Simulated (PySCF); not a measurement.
Working out the excitation energy of Be

Be [He] 2s2 (1S) → Be [He] 2s1 2p1 (3P). Calculation: PySCF 2.14, in aug-cc-pVDZ-DK (4s3p2d, 23 functions); scalar relativity by spin-free X2C-1e. Frozen: 1s2. Energies in hartree (1 hartree = 27.21139 eV):

```
             part  Be (lower)  Be (upper)
              UHF  -14.574886  -14.514857
MP2 opposite-spin   -0.025772    0.000000
    MP2 same-spin    0.000000   -0.002177
```

What does Hartree-Fock give?

(-14.514857) − (-14.574886) = 0.060029 hartree = 1.633 eV.

What do MP2 and SCS-MP2 (6/5 opposite-spin, 1/3 same-spin) give?

The opposite-spin parts differ by 0.701 eV and the same-spin parts by -0.059 eV. MP2: 1.633 + (0.701) + (-0.059) = 2.275 eV. SCS-MP2: 1.633 + 1.2 × (0.701) + (-0.059)/3 = 2.455 eV.

Measured between the centres of the two terms (NIST): 2.725 eV, so MP2 (valence) is off by -0.450 eV.

A double-zeta basis recovers only part of the correlation energy.

What remains against the reference includes basis incompleteness, the frozen core and correlation beyond second order.
